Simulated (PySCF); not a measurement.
C$_{2}$H$_{7}$N, charge +1, doublet, geometry from GFN2-xTB (a state made from the parent by changing its charge; the spin is typed, not shown lowest). Base run: M062X/6-31G* in PySCF.

The PySCF input:
```python
from pyscf import gto, scf, dft

mol = gto.Mole()
mol.atom = '''
    C     1.16462032    0.49450601    0.01295376
    C     0.05101631   -0.49634506   -0.14504533
    N    -1.22392597   -0.02923642    0.12425339
    H     2.12232609    0.03717846   -0.21925933
    H     1.02729538    1.35887726   -0.64090065
    H     1.20823305    0.88895655    1.03080842
    H     0.25043837   -1.41179642    0.46113189
    H     0.07477930   -0.95558498   -1.16180745
    H    -2.03205693   -0.63143980    0.04244100
    H    -1.37735325    0.92949821    0.41036181
'''
mol.basis = '6-31g*'
mol.charge = 1
mol.spin = 1
mol.verbose = 5
mol.build()

mf = dft.UKS(mol)
mf.xc = 'm062x'
mf.kernel()
```

Variants of this job, named by their change:

| change | E (Eh) | HOMO (eV) | <S^2> | core-seconds (rough) | outcome |
|---|---|---|---|---|---|
| base | -134.76660 | -16.30 | 0.755 | 7 | converged |
| functional = pw6b95 | -135.01106 | -15.10 | 0.754 | 7 | converged |
| functional = scan | -134.78446 | -13.92 | 0.755 | 8 | converged |
| functional = wb97x_v | -134.80293 | -17.44 | 0.755 | 200 | converged |
| functional = revpbe | -134.81015 | -13.44 | 0.753 | 4 | converged |
| functional = tpssh | -134.86268 | -14.30 | 0.755 | 10 | converged |
| functional = pbe0; dispersion = d3bjm | -134.69081 | -14.99 | 0.755 | 6 | converged |
| functional = b3lyp | -134.85217 | -14.76 | 0.754 | 4 | converged |
| functional = o3lyp | -134.80511 | -14.19 | 0.754 | 5 | converged |
| functional = pbe0 | -134.68564 | -14.99 | 0.755 | 4 | converged |
| functional = hse06 | -134.69685 | -14.59 | 0.755 | 10 | converged |
| functional = pbe | -134.66487 | -13.43 | 0.753 | 5 | converged |
| functional = wb97m_v | - | - | - | - | cut at the time limit |

Total energies compare only within one method and basis.

Open shells are given as the SCF converged; they aren't shown to be the lowest states, and a large step between rows can be another state.
